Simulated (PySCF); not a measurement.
How methods differ on the excitation energy of Te

Te [Kr] 4d10 5s2 5p4 (3P) → Te [Kr] 4d10 5s1 5p5 (3P), as a difference of total energies. Computed with PySCF 2.14 in x2c-QZVPPall, with scalar relativity by spin-free X2C-1e. Correlated levels: valence: [Kr] 4d10 frozen. The calculations carry no spin-orbit coupling.

| method | excitation energy (eV) |
| --- | --- |
| UHF | 9.979 |
| MP2 (valence) | 9.200 |
| SCS-MP2 (valence) | 9.100 |
| CCSD (valence) | 8.385 |
| CCSD(T) (valence) | 7.905 |

Question: How much does correlation contribute at CCSD(T) (valence)?

Answer: 7.905 − (9.979) = -2.074 eV, measured against UHF.

A first-order spin-orbit estimate (lowest level to lowest level, LS coupling) adds -0.025 eV.

The upper state lies above the first ionisation limit, where it may autoionise and the basis confines it.

The coupled-cluster amplitudes are large for the upper state (T1 above 0.03 or a double amplitude above 0.15), so a single reference is strained.
